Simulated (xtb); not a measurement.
F3Sn, charge +1, singlet, at a GFN2-xTB geometry (such geometries of metal compounds can be far from the true shape), atoms displaced at random by about 0.05 Å a coordinate; xtb with GFN1-xTB.

Here is a job for xtb.
```
$ xtb mol.xyz --gfn 1 --chrg 1 --opt lax --json

# file mol.xyz
4

Sn    -0.04437319     0.05222501     0.02495814
F     -1.70105123    -1.13039136     0.12103404
F      0.00094034     1.92936110    -0.77550139
F      1.73765621    -0.72291123     0.71508568
```

Question: Write the output that xtb gives for this input, abridged.

Answer: 
```
   ID    Z sym.   atoms
    1   50 Sn     1
    2    9 F      2-4

           -------------------------------------------------
          |                Calculation Setup                |
           -------------------------------------------------

           -------------------------------------------------
          |                 G F N 1 - x T B                 |
           -------------------------------------------------

          ...................................................
          :                      SETUP                      :
          :.................................................:
          :  # basis functions                  22          :
          :  # atomic orbitals                  21          :
          :  # shells                            9          :
          :  # electrons                        24          :
          :  # halogen bonds                     0          :
          :  max. iterations                   250          :
          :  Hamiltonian                  GFN1-xTB          :
          :  restarted?                      false          :
          :  GBSA solvation                  false          :
          :  PC potential                    false          :
          :  electronic temp.          300.0000000     K    :
          :  accuracy                    1.0000000          :
          :  -> integral cutoff          0.2500000E+02      :
          :  -> integral neglect         0.1000000E-07      :
          :  -> SCF convergence          0.1000000E-05 Eh   :
          :  -> wf. convergence          0.2000000E-04 e    :
          :  Broyden damping             0.4000000          :
          :  net charge                          1          :
          :  unpaired electrons                  0          :
          ...................................................

 iter      E             dE          RMSdq      gap      omega  full diag
   1    -17.2942257 -0.172942E+02  0.557E+00    1.24       0.0  T
   2    -17.2847119  0.951371E-02  0.371E+00    1.11       1.0  T
   3    -17.0801259  0.204586E+00  0.499E+00    0.89       1.0  T
   4    -17.1683831 -0.882572E-01  0.348E+00    0.94       1.0  T
   5    -17.2801221 -0.111739E+00  0.142E+00    1.21       1.0  T
   6    -17.2229109  0.572113E-01  0.266E+00    0.95       1.0  T
   7    -17.2971616 -0.742507E-01  0.558E-01    1.28       1.0  T
   8    -17.2995606 -0.239899E-02  0.271E-01    1.29       1.0  T
[...]
         :: total energy             -17.299289235333 Eh    ::
 * total energy  :   -17.2992892 Eh     change       -0.8654411E-11 Eh
 * total energy  :   -17.3040341 Eh     change       -0.4744834E-02 Eh
 * total energy  :   -17.3074434 Eh     change       -0.3409352E-02 Eh
 * total energy  :   -17.3075773 Eh     change       -0.1338832E-03 Eh
 * total energy  :   -17.3075902 Eh     change       -0.1288106E-04 Eh
   *** GEOMETRY OPTIMIZATION CONVERGED AFTER 5 ITERATIONS ***
         :: total energy             -17.307590185014 Eh    ::
[...]
        11        2.0000           -0.8530016             -23.2114
        12        2.0000           -0.8504570             -23.1421 (HOMO)
        13                         -0.7688427             -20.9213 (LUMO)
        14                         -0.5166479             -14.0587
        15                         -0.3963720             -10.7858
        16                         -0.3895838             -10.6011
        17                         -0.3222211              -8.7681
        18                         -0.3198853              -8.7045
        19                         -0.2377897              -6.4706
        20                          0.1051123               2.8603
        21                          0.1179106               3.2085
      -------------------------------------------------------------
                  HL-Gap            0.0816143 Eh            2.2208 eV
             Fermi-level           -0.8096499 Eh          -22.0317 eV

  Mulliken/CM5 charges         n(s)   n(p)   n(d)
     1Sn    1.18203  1.27357   1.878  0.572  0.368
     2F    -0.06047 -0.09097   1.875  5.185  0.000
     3F    -0.06051 -0.09101   1.875  5.185  0.000
     4F    -0.06105 -0.09160   1.875  5.186  0.000

Wiberg/Mayer (AO) data.
largest (>0.10) Wiberg bond orders for each atom

 ---------------------------------------------------------------------------
     #   Z sym  total        # sym  WBO       # sym  WBO       # sym  WBO
 ---------------------------------------------------------------------------
     1  50 Sn   1.940 --     2 F    0.647     3 F    0.647     4 F    0.646
     2   9 F    1.338 --     1 Sn   0.647     4 F    0.346     3 F    0.345
     3   9 F    1.338 --     1 Sn   0.647     4 F    0.346     2 F    0.345
     4   9 F    1.338 --     1 Sn   0.646     3 F    0.346     2 F    0.346
 ---------------------------------------------------------------------------

Topologies differ in total number of bonds
Writing topology from bond orders to xtbtopo.mol

 dipole moment from electron density (au)
     X       Y       Z
  -0.0396   0.0722   0.0223  total (Debye):    0.217

optimized geometry written to: xtbopt.xyz

           -------------------------------------------------
          | TOTAL ENERGY              -17.307590185014 Eh   |
          | GRADIENT NORM               0.000340261407 Eh/α |
          | HOMO-LUMO GAP               2.220838683434 eV   |
           -------------------------------------------------

normal termination of xtb
```
